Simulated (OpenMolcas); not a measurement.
## O+: CASPT2 settings compared

* Program: OpenMolcas 26.06
* Basis: ANO-RCC-VQZP [5s4p3d2f1g]
* Scalar Hamiltonian: DKH2, point nucleus
* Active space: 3 electrons in 3 orbitals (2p)
* State averaging: 2S+1 = 4 odd, 1 root; 2S+1 = 2 odd, 8 roots
* Spin-orbit coupling: RASSI with atomic mean-field integrals over the reference wave functions, term energies averaged over their components

Methods on the same reference wave functions:
A. CASSCF
B. SS-CASPT2, IPEA 0.5 Eh, imaginary shift 0.3 Eh (closed shells correlated: 2s)
C. SS-CASPT2, IPEA 0 Eh, real shift 0.05 Eh (closed shells correlated: 1s 2s)
D. XMS-CASPT2, IPEA 0.35 Eh, sigma1 regulariser 0.2 Eh (closed shells correlated: 2s)

Energies in eV above 2s² 2p³ ⁴S°_3/2, the measured ground level; measured values from NIST Handbook of Basic Atomic Spectroscopic Data.

| Level | A | B | C | D | Measured |
| --- | --- | --- | --- | --- | --- |
| 2s² 2p³ ⁴S°_3/2 | 0.0000 | 0.0000 | 0.0000 | 0.0000 | 0.0000 |
| 2s² 2p³ ²D°_3/2 | 3.7926 | 3.343 | 3.382 | 3.303 | 3.3266 |
| 2s² 2p³ ²D°_5/2 | 3.7928 | 3.343 | 3.382 | 3.304 | 3.3241 |
| 2s² 2p³ ²P°_1/2 | 6.2801 | 5.325 | 5.324 | 5.235 | 5.0176 |
| 2s² 2p³ ²P°_3/2 | 6.2805 | 5.326 | 5.324 | 5.235 | 5.0174 |

Deviations, from unrounded energies. A percentage is the sum of absolute deviations over the sum of measured energies, with the sign that they share, or ± where signs differ.

```csv
Against measurement,Levels,A,B,C,D
mean absolute deviation (cm-1),4,7000,1300,1500,960
other terms of the ground configuration (%),4,+20.7,+3.9,+4.4,±2.9
```

D lies closest to measurement on these levels and A furthest from it. The largest miss of D in the table is 2s² 2p³ ²P°_3/2, by +1800 cm-1. The ranking rests on the paired levels alone, and a cruder setting can come out closer through cancelling errors.

Among B to D the level of the table that moves most is 2s² 2p³ ²P°_1/2, by 730 cm-1 (lowest in D, highest in B). Moves below CASPT2's spread within the term are not significant.

The mean deviations of B to D differ by less than CASPT2's widest spread within a term (1200 cm-1), so their order carries little weight.

From A to B the spin-free energies of the other terms of 2s² 2p³ shown, above ⁴S°, scale by factors of 0.85 to 0.88.

The lowest spin-free term lies below A's lowest term by 0.109 hartree in B, 0.133 hartree in C, 0.112 hartree in D.

Term energies are means over components that CASPT2 splits; among the terms shown or strongly mixed into the levels shown the widest spread is 1200 cm-1 (2s² 2p³ ²D°, D). With the s shell closed, the reference lacks s² → p² mixing. Without dynamic correlation excited terms often stand tens of per cent too high (terms of higher spin than the ground term too low), and those without a measured partner can miss by more than the paired ones (holds for A). Measured partners are found by configuration, term and J. A level has none where our copy of the source lacks it or the pairing is in doubt (some pairs that miss far off the trend of their configuration count as doubtful), and it then counts in no deviation. Only configurations of the active space appear.

° marks odd parity.
